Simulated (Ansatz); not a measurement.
Ideal-gas functions of CH$_{4}$Cl$_{2}$Si, SMILES `ClC[SiH2]Cl` at 500 K and 1 bar, from an Ansatz frequency run at PBE0-D4/def2-TZVP.

Molar mass 115.04 g/mol, point group Cs (symmetry number 1), electronic degeneracy 1, moments of inertia 32.098, 419.65, 442.558 u Å². Harmonic wavenumbers (cm⁻¹, unscaled): 79, 115, 210, 489, 546, 671, 696, 777, 828, 850, 948, 1114, 1190, 1431, 2261, 2273, 3098, 3163.

Use S(trans) = R[1.5 ln M + 2.5 ln T − 1.1517]; rotational temperatures θ = 24.2544 K / I; S(rot) = R[ln(√π/σ · √(T³/θAθBθC)) + 1.5]; for each mode x = 1.438777 ν̃/T, S = R[x/(eˣ − 1) − ln(1 − e⁻ˣ)] and H = RT x/(eˣ − 1); 1 cm⁻¹ = 0.0119627 kJ/mol; R = 8.31446 J/(mol·K).

Problem. By hand: the entropy, in J/(mol·K).

Solution. Translation 178.8. Rotation: θ = 0.7556, 0.0578, 0.0548 K, giving 119.8. Vibration, mode by mode: 20.65, 17.55, 12.63, 6.13, 5.36, 4.03, 3.80, 3.17, 2.82, 2.68, 2.15, 1.47, 1.23, 0.70, 0.09, 0.09, 0.01, 0.01, in all 84.6. Electronic 0.0. Sum 383.2 J/(mol·K).

Problem. By hand: H − E and G − E in kJ/mol, counted from the electronic energy.

Solution. Zero-point energy ½ × 20739 × 0.0119627 = 124.0; thermal vibration 21.8; translation, rotation and pV give 4 RT = 16.6. H − E = 162.4 kJ/mol, and G − E = 162.4 − 500 × 383.2/1000 = -29.2 kJ/mol.

Vibration gives 22 % of the entropy, 38.2 J/(mol·K) of it from the modes under 150 cm⁻¹: soft modes count most, and the harmonic formula is weakest for them. The sum counts one conformer and one mirror image; others add a mixing term.
